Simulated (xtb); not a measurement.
Input for xtb:
```
$ xtb mol.xyz --gfn 0 --json

# file mol.xyz
14

C      2.37159957     0.10323362     0.69149645
C      1.20560951     0.25923229     0.46832725
C     -0.18948831     0.44138407     0.19533983
C     -0.62696176     1.88975573     0.12773933
C     -1.14477228    -0.59526164     0.75213878
C     -0.86634887    -0.55281911    -0.71382337
F     -0.13826177    -1.56566981    -1.26048253
H      3.39291568    -0.03025610     0.88761597
H     -0.43678035     2.38082013     1.08059797
H     -1.68940307     1.95730876    -0.09485418
H     -0.07148565     2.41627541    -0.64641545
H     -2.11361820    -0.27262677     1.10111900
H     -0.71547038    -1.41591734     1.30645013
H     -1.61962949    -0.21772578    -1.41748046
```

Question: Predict the partial charges in atom order from GFN0-xTB (xtb).

Answer: C1 -0.25, C2 -0.04, C3 0.17, C4 -0.45, C5 -0.30, C6 0.19, F7 -0.24, H8 0.18, H9 0.16, H10 0.14, H11 0.15, H12 0.12, H13 0.15, H14 0.03

Question: What is the computed HOMO-LUMO gap (GFN0-xTB)?

Answer: 5.43 eV

Question: What is the computed total energy (GFN0-xTB)?

Answer: -20.3370 Eh
